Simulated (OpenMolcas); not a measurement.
**Ga II: from CASSCF to CASPT2**

```
Program             : OpenMolcas 26.06
Basis               : ANO-RCC-VTZP [6s5p3d1f]
Scalar Hamiltonian  : X2C, point nucleus
Active space        : 2 electrons in 8 orbitals (4s 4p 5s 5p)
State averaging     : 2S+1 = 3 even, 3 roots (0 in the spin-orbit step); 2S+1 = 1 even, 1 root; 2S+1 = 3 odd, 3 roots; 2S+1 = 1 odd, 3 roots
Spin-orbit coupling : RASSI with atomic mean-field integrals over the reference wave functions, term energies averaged over their components
```

Methods on the same reference wave functions:
A. CASSCF
B. SS-CASPT2, IPEA 0.25 Eh, imaginary shift 0.1 Eh (closed shells correlated: 3d)

Energies in cm-1 above 4s2 1S0, the measured ground level; measured values from NIST Handbook of Basic Atomic Spectroscopic Data.

```
      Level      A      B  Measured
    4s2 1S0    0.0    0.0       0.0
4s 4p 3P* 0  44964  46440     47368
4s 4p 3P* 1  45336  46811     47814
4s 4p 3P* 2  46096  47572     48750
4s 4p 1P* 1  75843  72014     70701
```

Deviations, from unrounded energies. A percentage is the sum of absolute deviations over the sum of measured energies, with the sign that they share, or ± where signs differ.

```tsv
Against measurement	Levels	A	B
mean absolute deviation (cm-1)	4	3200	1100
other configurations (%)	4	±5.9	±2.1
```

B lies closest to measurement on these levels. The largest miss of B in the table is 4s 4p 1P* 1, by +1300 cm-1. The ranking rests on the paired levels alone, and a cruder setting can come out closer through cancelling errors.

The lowest spin-free term lies below A's lowest term by 0.396 hartree in B.

Some high roots are left out of the spin-orbit mixing, which shifts the levels that they would mix with. Active for correlation alone: 5p 5s; no level in the range computed is led by a configuration that fills them, so any true level of that kind is missing. Without dynamic correlation excited terms often stand tens of per cent too high (terms of higher spin than the ground term too low), and those without a measured partner can miss by more than the paired ones (holds for A). Computed and measured levels are paired by configuration, term and J; levels that our copy of the source lacks, or whose pairing is in doubt (as where it misses far off the trend of its configuration), stay unpaired and out of the deviations. Only configurations of the active space appear.

* marks odd parity.
